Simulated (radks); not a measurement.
Kinetic energies: the exact non-interacting value of the Kohn-Sham orbitals and orbital-free approximations, in hartree. Species: Mg2+ [Ne]; B2+ [He] 2s1; H 1s1; C3+ [He] 2s1. All-electron calculation, non-relativistic Kohn-Sham, exchange-only LDA, spin-polarised, spherical densities, point nucleus. Program: a radial shooting solver on a logarithmic mesh with Libxc functionals. Every spin shell is full or empty, so the densities are truly spherical. Functionals are evaluated on that one density, not self-consistently.

exact: Mg2+ 197.471; B2+ 22.9460; H 0.457079; C3+ 34.2011
Thomas-Fermi: Mg2+ 181.79; B2+ 20.653; H 0.41512; C3+ 30.795
TF + vW/9: Mg2+ 196.38; B2+ 23.075; H 0.46591; C3+ 34.385
TF + vW/5: Mg2+ 208.05; B2+ 25.013; H 0.50654; C3+ 37.257
LC94: Mg2+ 197.59; B2+ 23.031; H 0.46394; C3+ 34.319
APBEK: Mg2+ 197.84; B2+ 23.021; H 0.46339; C3+ 34.304
revAPBEK: Mg2+ 198.68; B2+ 23.212; H 0.46745; C3+ 34.587
Perdew 92: Mg2+ 196.40; B2+ 23.080; H 0.46601; C3+ 34.392
Thakkar: Mg2+ 197.37; B2+ 23.082; H 0.46503; C3+ 34.392
Pearson: Mg2+ 193.51; B2+ 22.039; H 0.44320; C3+ 32.847
DePristo-Kress: Mg2+ 197.40; B2+ 22.919; H 0.46579; C3+ 34.164
